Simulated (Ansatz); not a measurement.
Gas-phase electronic energies from Ansatz, PBE0-D4/def2-TZVP geometries. CBS: MP2 limit from def2 TZ/QZ plus the TZ coupled-cluster correction, frozen cores. This one scheme is used for every species. DFT in def2-TZVPP. Elements past krypton have def2 core potentials. For In outer-core shells are correlated without core-valence functions, which leaves a few kJ/mol of doubt a bond. Each species was taken in one conformer, which may not be the lowest.

`[NH2][In]([OH])[SH]` + H–F → `[NH2][In]([F])[SH]` + H₂O  (ligand exchange at the In–O bond)

CCSD(T)/CBS gives -34.0 kJ/mol.

Task: Another level gave -46.6 kJ/mol. Which?
A. ωB97X-V/def2-TZVPP
B. HF/def2-TZVPP
C. CCSD/def2-TZVPP
D. MP2/def2-TZVPP

Result: B. HF/def2-TZVPP -46.6, CCSD/def2-TZVPP -34.2, ωB97X-V -41.5, MP2/def2-TZVPP -29.2 kJ/mol.

Largest T1 diagnostic among the species: 0.015.

In def2-TZVPP, CCSD(T) changes the Hartree–Fock value by +14.2 kJ/mol (the triples alone add +1.8 kJ/mol) and MP2 by +17.4 kJ/mol.
